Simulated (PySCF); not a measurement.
CH10OSSi3.
Numbering: `[CH3:1][S:2][SiH2:3][O:4][SiH2:5][SiH3:6]` (hydrogens: H7, H8, H9 on C1; H10, H11 on Si3; H12, H13 on Si5; H14, H15, H16 on Si6)

A linear-response calculation (PySCF, def2-SVPD basis, gas phase, vertical, core orbitals frozen in the response) gave these numbers; the functional is withheld.

Orbital energies (eV): HOMO-3 -10.66, HOMO-2 -10.53, HOMO-1 -9.75, HOMO -9.05, LUMO 1.34, LUMO+1 1.85, LUMO+2 1.89.

```
state  E (eV)       f  main configurations (H = HOMO, L = LUMO)
   S1    6.00  0.0020       H→L+1 (37%), H→L+2 (36%), H→L (10%)
   S2    6.54   0.011                               H-1→L (86%)
   S3    6.56   0.052                    H→L (64%), H→L+2 (15%)
   S4    6.75   0.031     H→L+5 (33%), H→L+1 (20%), H→L+2 (19%)
   S5    7.24   0.071     H→L+6 (27%), H→L+4 (26%), H→L+3 (16%)
   S6    7.30  0.0073   H-1→L+3 (31%), H-3→L (28%), H-2→L (13%)
```

Triplets, Tamm–Dancoff:

```tsv
state	E (eV)	λ (nm)	main configurations (H = HOMO, L = LUMO)
T1	5.61	221.0	H→L+2 (39%), H→L+1 (30%)
T2	5.89	210.6	H-1→L (79%)
T3	6.17	200.9	H→L (67%)
T4	6.37	194.7	H→L+5 (33%), H→L+1 (18%), H→L+6 (12%)
```

Vertical ionisation energy by ΔSCF with the same functional: 9.28 eV. Mean static polarisability: 117.7 au.

Problem. Which of these was used?
A. HF
B. PBE
C. wB97X-D
D. B3LYP

Solution. C. wB97X-D is range-separated, 22% exact exchange at short range and 100% at long range (ω = 0.2 bohr⁻¹). In this run −ε(HOMO) = 9.05 eV differs from the ΔSCF value by -0.22 eV, and S1 differs from the orbital gap of 10.39 eV by -4.39 eV. The ratio −ε(HOMO)/IP is 0.98. Usual ranges for neutral molecules in this basis: 0.89 to 0.99 with wB97X-D, 0.5 to 0.7 with PBE, 0.67 to 0.83 with B3LYP; with Hartree–Fock the ratio is 1 or more (Koopmans' value less the relaxation energy is the ΔSCF value). The other options: PBE, a GGA without exact exchange; HF, time-dependent Hartree–Fock, 100% exact exchange; B3LYP, a global hybrid with 20% exact exchange.

Level of theory: PySCF, TDDFT wB97X-D/def2-SVPD, vertical, gas phase, core orbitals frozen in the response. The structure is a single PBE0-D3(BJ)/def2-SVP conformer in the gas phase; no vibrational or solvent corrections.

The values belong to the conformer `[CH3:1][S:2][SiH2:3][O:4][SiH2:5][SiH3:6]`: C1–S2–Si3–O4 -70°, S2–Si3–O4–Si5 -37°, Si3–O4–Si5–Si6 21°.
